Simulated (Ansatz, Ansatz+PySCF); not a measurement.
```xyz
5

Os    0.0000    0.0000    0.0000
O     0.9873    0.9873    0.9873
O     0.9873   -0.9873   -0.9873
O    -0.9873    0.9873   -0.9873
O    -0.9873   -0.9873    0.9873
```

Basis set: def2-SVP on O; def2-TZVPP on Os (spherical functions, with the set's core potentials past Kr). Charge 0, multiplicity 1.

Computed with Ansatz (development build ahead of 0.2.0); each method stands on the lowest determinant of its kind that the runs found. Restricted functionals stand beside restricted open-shell atoms, which can lie above the unrestricted atoms usual in DFT and then raise those values.

The atomization energy at this shape (free ground-state atoms in the same class of orbitals less the molecule, no zero-point energy) of singlet OsO₄:

| method | atomization energy |
| --- | --- |
| ωB97X (restricted) | 2134.4 kJ/mol |
| PBE0 (unrestricted) | 2153.7 kJ/mol |
| UHF | 519.4 kJ/mol |
| RHF | 583.5 kJ/mol |

Question: What does PBE0 (restricted) give?

Answer: 2186.1 kJ/mol. Caution: another spin multiplicity may lie lower. Caution for ωB97X (restricted): no unrestricted run beside it, a lower state can exist. Caution for UHF: the unrestricted determinant is a mixture of spin states.

The shape needn't be a minimum at these levels.
